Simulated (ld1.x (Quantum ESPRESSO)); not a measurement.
Pseudopotential generation for H: TM, PBEsol, non-relativistic.

H, norm-conserving Troullier–Martins (Kleinman–Bylander form), made with ld1.x (Quantum ESPRESSO) 7.5 (PBEsol, non-relativistic). Core none, reference 1s0.5 (charge +0.5). Waves: 1s (bound): rc 0.60 bohr; 2p channel at 0.25 Ry: rc 0.55 bohr. Local part: the p channel. Core correction: none.

* Cutoffs needed: 30 Ry and 80 Ry (the cutoffs (Ry, on a coarse ladder) from which the occupation-weighted sum of valence levels, in a spherical-Bessel basis at the reference potential, stays within 10 and 1 mRy of its value at 400 Ry)
* Ghost test: no extra level below or beside the all-electron valence levels (s, p, d, f tested) (spherical-Bessel basis up to 400 Ry, 20 bohr box)
